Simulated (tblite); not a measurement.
C₆H₁₂P₂S.
Cartesian coordinates in Å at the GFN2-xTB level; atoms count from 1:
```xyz
21
C6H12P2S angstrom
P      0.622    1.682    1.658
P      0.046    0.696   -0.223
S     -0.342    1.839   -1.749
C      1.380   -0.518   -0.519
C      2.768   -0.188   -0.056
C      1.984   -1.246    0.643
C     -1.346   -0.374    0.299
C     -2.299   -0.834   -0.764
C     -2.726    0.208    0.212
H     -0.657    2.225    1.748
H      1.097    2.795    0.971
H      1.264   -1.036   -1.465
H      2.914    0.754    0.462
H      3.600   -0.472   -0.682
H      1.606   -1.021    1.633
H      2.262   -2.281    0.505
H     -1.111   -1.043    1.119
H     -2.107   -0.510   -1.778
H     -2.708   -1.830   -0.685
H     -3.439   -0.050    0.981
H     -2.816    1.221   -0.158
```

Computed with GFN2-xTB (tblite): harmonic, unscaled wavenumbers at the GFN2-xTB geometry, gas phase. Errors from tens to a few hundred cm⁻¹ against measured bands are possible. Modes of hydrogen on phosphorus can be 10 to 20 % off. One conformer, not necessarily the lowest.

Harmonic wavenumbers (cm⁻¹): 34.0, 66.2, 106.1, 123.5, 139.8, 152.7, 162.2, 169.2, 254.5, 284.3, 335.7, 339.0, 448.4, 612.1, 668.0, 714.1, 732.5, 779.6, 798.3, 806.7, 822.8, 831.6, 958.7, 966.3, 982.0, 984.0, 1007.7, 1010.8, 1061.8, 1062.5, 1069.1, 1070.5, 1075.9, 1084.1, 1103.4, 1141.3, 1149.9, 1192.7, 1201.3, 1320.8, 1323.4, 1421.0, 1424.3, 1471.0, 1472.4, 2286.8, 2333.3, 3009.9, 3011.8, 3026.6, 3046.1, 3061.5, 3071.2, 3087.0, 3087.6, 3097.6, 3100.2.

A = 1221, B = 796.3, C = 768.0 MHz; mass 178.013 u (most abundant isotopes); point group C1, symmetry number 1.

Task: What is the zero-point energy?

Result: ½Σν̃ = 35578 cm⁻¹ = 425.60 kJ/mol.

Task: Give the ideal-gas entropy at 273.15 K and 1 bar in the rigid-rotor, harmonic-oscillator model (classical rotation).

Result: Translation 171.66, rotation 126.28, vibration 141.38: S = 439.3 J/(mol K).

Task: And Cp and H(273.15 K) − H(0)?

Result: Cp = 171.73 J/(mol K), of which vibrations give 138.47 (their classical limit is 57 R = 473.9); H(273.15 K) − H(0) = 29.02 kJ/mol without the zero-point energy, 19.93 from vibrations.

Task: How do the functions run with temperature in this model?

Result: 
| T (K) | S (J/(mol K)) | Cp (J/(mol K)) | H − H(0) (kJ/mol) | G − H(0) (kJ/mol) | ln q(vib) |
| --- | --- | --- | --- | --- | --- |
| 150 | 355.6 | 115.5 | 11.48 | -41.87 | 4.13 |
| 250 | 424.6 | 160.1 | 25.18 | -80.99 | 7.48 |
| 298.15 | 454.9 | 184.4 | 33.47 | -102.16 | 9.03 |
| 400 | 516.1 | 233.5 | 54.80 | -151.64 | 12.24 |
| 600 | 625.6 | 306.2 | 109.31 | -266.07 | 18.35 |
| 900 | 763.5 | 372.4 | 211.99 | -475.16 | 26.89 |

q(vib) and H(0) count from the zero-point level.

Task: What must be added to the electronic energy to get the Gibbs energy at 273.15 K and 1 bar?

Result: ZPE + [H(273.15 K) − H(0)] − T·S = 425.60 + 29.02 − 120.00 = 334.62 kJ/mol.

Task: Which modes carry the vibrational entropy at 273.15 K?

Result: 34.0 cm⁻¹: 22.63; 66.2 cm⁻¹: 17.12; 106.1 cm⁻¹: 13.26; 123.5 cm⁻¹: 12.03; 139.8 cm⁻¹: 11.04; 152.7 cm⁻¹: 10.35 J/(mol K); the other 51 give 54.96 together.

Task: Blend soft modes into free rotors: weight 1/[1 + (100 cm⁻¹/ν̃)⁴] for the oscillator and the rest for a rotor with moment μB/(μ + B), μ = h/(8π²ν), B = 10⁻⁴⁴ kg m². What vibrational entropy results?

Result: 130.24 J/(mol K) in place of 141.38, which changes −T·S at 273.15 K by +3.04 kJ/mol.

Hindered rotation and anharmonicity are outside this model. Other conformers, if any are populated, would add a mixing term that is left out. The structure is chiral; the term R ln 2 for an equal mix with its mirror image is left out.
